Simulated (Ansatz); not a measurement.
CH7FOSi2 can be A, `FC[SiH2]O[SiH3]`, or B, `CO[SiH2][SiH2]F`.

Computed with Ansatz on PBE0-D4/def2-TZVP structures; ΔE is electronic, products minus reactants. CCSD(T)/CBS adds triple-zeta CCSD(T) − MP2 to the extrapolated MP2 energy (def2 sets, frozen cores). Functionals use def2-TZVPP. B3LYP here is the variant with VWN-RPA as its local correlation; programs differ in this. Each species was taken in one conformer, which may not be the lowest.

A:

```xyz
12

F    -1.253   -1.674    0.279
C     0.128   -1.807    0.430
Si    0.869   -0.135    0.892
O     0.537    0.959   -0.272
Si   -0.676    1.677   -1.110
H     0.318   -2.562    1.201
H     0.536   -2.185   -0.515
H     0.297    0.310    2.188
H     2.342   -0.287    1.003
H    -1.153    0.775   -2.188
H    -1.806    2.004   -0.201
H    -0.139    2.924   -1.707
```

B:

Z-matrix (Å, degrees):
```
C
O 1 1.411
H 1 1.091 2 108.1
H 1 1.096 2 111.7 3 -119.4
H 1 1.096 2 111.4 3 119.2
Si 2 1.645 1 122.5 3 -179.6
Si 6 2.355 2 112.2 1 -65.0
H 6 1.493 2 110.7 1 56.8
H 6 1.485 2 106.6 1 175.7
F 7 1.612 6 109.6 2 61.2
H 7 1.489 6 111.2 2 -179.8
H 7 1.487 6 112.3 2 -57.8
```

Question: Which is lower in electronic energy at CCSD(T)/CBS, and by how much? (An estimate is asked.)

Answer: The calculation gave: B, by 5.5 kcal/mol.

Question: Give E(B) − E(A) in kcal/mol with CCSD(T)/def2-TZVPP, MP2/def2-TZVPP, CCSD/def2-TZVPP, B2PLYP, PBE0-D4, r2SCAN-D4, B3LYP-D4. (Estimate.)

Answer: The calculation gave: CCSD(T)/def2-TZVPP -5.1, MP2/def2-TZVPP -4.7, CCSD/def2-TZVPP -4.8, B2PLYP -5.0, PBE0-D4 -7.4, r2SCAN-D4 -6.0, B3LYP-D4 -5.3. None reverses the order clearly.

Largest T1 diagnostic: 0.012.

From PBE to PBE0 (25 % exact exchange), in def2-TZVPP and without D4, E(B) − E(A) moves by +1.1 kcal/mol. In def2-TZVPP, CCSD(T) changes the Hartree–Fock value by −2.8 kcal/mol (the triples alone add −0.4 kcal/mol) and MP2 by −2.4 kcal/mol.
